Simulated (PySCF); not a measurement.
A GIAO shielding run with PySCF 2.14 (density fitting, non-relativistic, gas phase) on `N#C[Si@H]1C[SiH2][SiH2]1`, C₂H₇NSi₃:

```
$ OMP_NUM_THREADS=1 python probes_run.py task.json out

{"job": {"kind": "nmr", "xc": "KT2", "basis": "pcSseg-1", "pop": false}, "charge": 0, "multiplicity": 1}
N     -2.593541     1.055836    -1.847184
C     -2.029386     0.766932    -0.875106
Si    -1.062983     0.317033     0.650953
C     -0.244662    -1.360240     0.323052
Si     1.257190    -0.707851    -0.666609
Si     1.036434     1.363655     0.450418
H     -1.993715     0.436727     1.809453
H     -0.867180    -2.130833    -0.155794
H      0.121359    -1.754988     1.287698
H      0.915818    -0.562224    -2.112965
H      2.508743    -1.510279    -0.518357
H      1.168898     2.676170    -0.242812
H      1.758970     1.375151     1.760953
```

Hardware: 1 thread of an Arm Neoverse V1, shared host. The job also computes ring-centre shieldings.

Task: How large is the calculation?

Result: 68 electrons, 158 basis functions and 887 auxiliary functions.

Task: How long does it take, and how much memory does it need?

Result: 24 s of wall time, with 15 SCF cycles; peak memory 0.8 GiB. Times on a shared host scatter by some tens of per cent.

Task: And these other runs on the same molecule and hardware: GIAO shielding at B3LYP/pcSseg-1; GIAO shielding at B97-D/pcSseg-1; GIAO shielding at BLYP/pcSseg-1; GIAO shielding at BP86/pcSseg-1; GIAO shielding at HF/pcSseg-1; GIAO shielding at KT3/pcSseg-1?

Result: B3LYP/pcSseg-1: 158 functions, 17 s; B97-D/pcSseg-1: 158 functions, 23 s; BLYP/pcSseg-1: 158 functions, 24 s; BP86/pcSseg-1: 158 functions, 24 s; HF/pcSseg-1: 158 functions, 9.5 s; KT3/pcSseg-1: 158 functions, 24 s.
